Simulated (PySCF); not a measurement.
C4H13BSi2.
Cartesian coordinates in Å at the PBE0-D3(BJ)/def2-SVP level; atoms count from 1:
```
atom  x, y, z in Å
C1     1.2959    0.8606    1.3532
B2     1.3211   -0.3086    0.3088
C3     2.6671   -1.0207   -0.0551
Si4   -0.4183   -0.8450   -0.5949
C5    -1.0899    0.6053   -1.6701
Si6   -2.3062    0.9695   -0.2556
C7    -1.9546   -0.7154    0.5484
H8     0.3706    0.9490    1.9426
H9     1.3428    1.7827    0.7368
H10    2.1709    0.8919    2.0220
H11    2.7169   -1.4619   -1.0617
H12    2.7049   -1.8790    0.6493
H13    3.5706   -0.4220    0.1434
H14   -0.3408   -2.1426   -1.3487
H15   -0.3956    1.3985   -1.9818
H16   -1.6095    0.2289   -2.5666
H17   -1.8422    2.1082    0.5991
H18   -3.7261    1.2319   -0.6555
H19   -1.7957   -0.7503    1.6358
H20   -2.7269   -1.4572    0.2862
```

Linear response at B3LYP/def2-SVPD (PySCF, frozen core in the response, non-relativistic). Isolated species at its PBE0-D3(BJ)/def2-SVP geometry (one conformer only).

Static isotropic polarisability: 117.11 au (17.35 Å³), principal values 99.8, 111.7, 139.9 au.

Task: What is the polarisability at 1064 nm and at the sodium D line?

Result: 118.36 au at 1064 nm (+1.1 %), 121.37 au at 589.3 nm (+3.6 %). The rise at 589.3 nm is 3.40 times that at 1064 nm; a pure ω² law gives 3.26. The lowest singlet lies at 295 nm, shorter than both wavelengths.

Task: What is the isotropic C6 coefficient between two such molecules, C6 = (3/π)∫α(iω)² dω?

Result: 4912 au (Eh·bohr⁶) by a ten-point quadrature over imaginary frequencies, which is 2940 eV·Å⁶ or 283 J·nm⁶/mol.

Task: Which effective excitation energy ω̄ makes London's formula C6 = (3/4)α²ω̄ exact here?

Result: ω̄ = 4·C6/(3α²) = 0.478 Eh = 13.0 eV. A one-pole form α(ω) = α/(1 − ω²/ω̄²) fitted to the 1064 nm value gives 11.3 eV. London's choice of the ionisation energy (8.65 eV, ΔSCF at the same level) gives C6 = 3270 au, 33 % too low.

Task: How many electrons N does the Slater–Kirkwood formula C6 = (3/4)·√N·α^(3/2) need to give this C6?

Result: N = (4·C6/3)²/α³ = 26.7; the species has 70 electrons in all.

Task: What three-body coefficient follows from the one-pole estimate C9 = (3/4)·α·C6?

Result: 431000 au. This is an estimate from the two numbers above, not a computed integral.

Task: How anisotropic is the static polarisability, by Δα² = ½[(α1 − α2)² + (α2 − α3)² + (α3 − α1)²]?

Result: Δα = 35.7 au, or 0.30 of the isotropic value.
